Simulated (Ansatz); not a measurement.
B2GaH5Si, SMILES `[GaH2][B]1B[SiH2]1`, relaxed with RKS PBE0-D4/def2-TZVP in Ansatz 0.2.0 from a GFN2-xTB geometry. The force threshold is 0.005 eV/Å; the program also tests the step.

Total charge 0; spin multiplicity 1.

Start:

```xyz
9

Ga    0.119    1.917   -0.537
B    -0.874    0.223    0.041
B    -1.553   -1.055    0.376
Si    0.484   -1.171    0.336
H    -0.395    3.418   -0.853
H     1.723    1.897   -0.838
H    -2.181   -2.000    0.632
H     0.808   -2.599    0.586
H     1.869   -0.630    0.257
```

```csv
step,energy (eV),largest force (eV/Å),largest move (Å)
1,-61675.0060,1.059,0.000
2,-61675.1786,0.378,0.195
3,-61675.2105,0.310,0.060
4,-61675.2302,0.283,0.200
5,-61675.2303,0.408,0.200
6,-61675.2505,0.143,0.138
7,-61675.2552,0.084,0.071
8,-61675.2557,0.083,0.092
9,-61675.2588,0.075,0.072
10,-61675.2593,0.036,0.053
11,-61675.2599,0.023,0.049
12,-61675.2602,0.016,0.017
13,-61675.2602,0.017,0.001
14 (rejected),-61675.2600,0.037,0.016
15,-61675.2602,0.009,0.008
16,-61675.2603,0.007,0.007
17,-61675.2603,0.002,0.005
18,-61675.2603,0.003,0.006
```

End:

```xyz
9

Ga    0.181    1.935   -0.595
B    -0.745    0.234    0.049
B    -1.542   -1.032    0.114
Si    0.572   -1.099    0.448
H    -0.437    3.338   -0.251
H     1.533    1.869   -1.393
H    -2.093   -2.062    0.285
H     0.532   -2.429    1.116
H     2.001   -0.754    0.228
```

It took 110 s on 2 threads of an Arm Neoverse V1 on a shared host, with 0.45 GiB of host memory at the peak.
